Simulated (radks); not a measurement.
Values are calculated unless marked as measured or tabulated.
The nuclear charge of the ytterbium ion Yb+ is varied continuously with 69 electrons held in [Xe] 4f14 6s1. Code: a radial shooting solver on a logarithmic mesh with Libxc functionals. Model: scalar-relativistic Kohn-Sham, PBEsol, spin-polarised, spherical densities, finite nucleus; open shells are filled with parallel spins first (spin-orbit coupling, left out, can overturn this in heavy ions); Fermi nuclear charge, rms radius 5.3108 fm. By the Hellmann-Feynman theorem dE/dZ = E(electron-nucleus)/Z, the electronic potential at the nucleus (averaged over a nucleus of fixed radius). The scalar-relativistic energy here is not variational (the density holds large components alone), so the two differ by a part that grows with Z.

\begin{tabular}{lrrrrr}
Z & E (hartree) & E(electron-nucleus)/Z (hartree) & HOMO & e(HOMO) (eV) & <r> HOMO (bohr) \\ \hline
69.2 & -13659.1056 & -485.425 & 4f & -0.199 & 0.9595 \\
69.4 & -13757.0627 & -487.582 & 4f & -1.849 & 0.8441 \\
69.6 & -13855.4559 & -489.721 & 4f & -4.176 & 0.8198 \\
69.8 & -13954.2831 & -491.853 & 4f & -6.838 & 0.8000 \\
70 & -14053.5435 & -493.982 & 6s & -9.667 & 3.507 \\
70.2 & -14153.2367 & -496.110 & 6s & -11.214 & 3.395 \\
70.4 & -14253.3626 & -498.236 & 6s & -12.830 & 3.293 \\
70.6 & -14353.9213 & -500.363 & 6s & -14.512 & 3.201 \\
70.8 & -14454.9128 & -502.491 & 6s & -16.255 & 3.116 \\
71 & -14556.3373 & -504.619 & 6s & -18.057 & 3.037 \\
\end{tabular}

The central difference of E at Z = 70 is -497.384 hartree, to compare with the third column; the second derivative is -10.8 hartree. No converged solution with all levels bound was reached at Z = 69.
